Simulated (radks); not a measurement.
Spherical quantum dot in the effective-mass picture: electrons in a well V = -V0 / (1 + exp((r - R)/a)) with V0 = 17.9, R = 3.49, a = 0.25, all in effective atomic units (hartree* = m*/eps^2 hartree, bohr* = eps/m* bohr), one dielectric constant everywhere. Calculated with a radial shooting solver with Libxc functionals: non-relativistic Kohn-Sham, LDA (Slater exchange, Perdew-Wang correlation), spin-polarised, spherical densities. Levels are named by radial order and angular momentum (1s, 1p, 1d, 2s, ...), and open shells are averaged over m. Results are scaled to m* = 0.069 and eps = 10.4, for which hartree* = 17.36 meV and bohr* = 7.976 nm.

N = 31, configuration 1s2 1p6 1d10 1f(up 7, down 6). This is the lowest configuration that the search found. Occupied and some empty levels:

level    occupation  eigenvalue (meV)  <r> (nm)
1s up             1           -95.379     17.82
1s down           1           -95.211     17.81
1p up             3           -91.177     18.70
1p down           3           -90.998     18.69
1d up             5           -84.128     19.45
1d down           5           -83.942     19.45
1f up             7           -74.661     20.09
1f down           6           -74.471     20.09
2s up             0           -69.578     12.74
2s down           0           -69.505     12.74
1g up             0           -63.038     20.66
1g down           0           -62.847     20.66
2p up             0           -57.131     15.03
2p down           0           -57.034     15.03
2d up             0           -42.814     16.58
2d down           0           -42.700     16.58

Energy (meV): total -5606.29, kinetic 712.51, external -9184.6, Hartree 3146.3, exchange-correlation -280.50.

Electron density:

r (nm)  n(r) (e/nm^3)
0.792      0.00001838
2.78       0.00002274
4.78       0.00003413
6.77       0.00005796
8.76        0.0001037
10.8        0.0001843
12.7        0.0003090
14.7        0.0004735
16.7        0.0006377
18.7        0.0007200
20.7        0.0006390
22.7        0.0004076
24.7        0.0001691
26.7       0.00004177
28.7        6.241e-06
30.7        6.489e-07
32.7        5.733e-08
34.6        4.725e-09
36.6        3.914e-10
38.6        3.378e-11
